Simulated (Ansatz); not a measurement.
Gas-phase electronic energies from Ansatz, PBE0-D4/def2-TZVP geometries. CCSD(T)/CBS is the MP2 limit (def2-TZVPP, def2-QZVPP) plus CCSD(T) − MP2 in def2-TZVPP, frozen cores. This one scheme is used for every species. Functionals use def2-TZVPP. For Ge outer-core shells are correlated without core-valence functions, which leaves a few kJ/mol of doubt a bond. Scalar relativity is left out up to krypton. One conformer a species, not always the lowest.

Consider the cleavage of the Si–Ge bond: `[CH3][GeH]([CH3])[SiH3]` + `C[O][Al]([OH])[F]` → `C[O][Al]([F])[O][SiH3]` + `[CH3][GeH2][CH3]`.

```tsv
level	ΔE (kJ/mol)
PBE	-69.8
PBE0	-79.0
```

What does CCSD(T)/CBS give? (Estimate.)

Ansatz gave: -91.4 kJ/mol. The listed levels differ from it by 21.6, 12.4 kJ/mol.

Largest T1 diagnostic among the species: 0.012.

The D4 term adds +3.7 kJ/mol with B3LYP and +2.1 kJ/mol with PBE0; it sums over pairs of atoms, weighted by their polarisabilities, and B3LYP, whose exchange is more repulsive, gets the larger term. In def2-TZVPP, CCSD(T) changes the Hartree–Fock value by +33.1 kJ/mol (the triples alone add +4.5 kJ/mol) and MP2 by +30.3 kJ/mol. From PBE to PBE0 (25 % exact exchange), in def2-TZVPP and without D4, ΔE moves by −9.3 kJ/mol.

B3LYP here is the variant with VWN-RPA as its local correlation; programs differ in this.
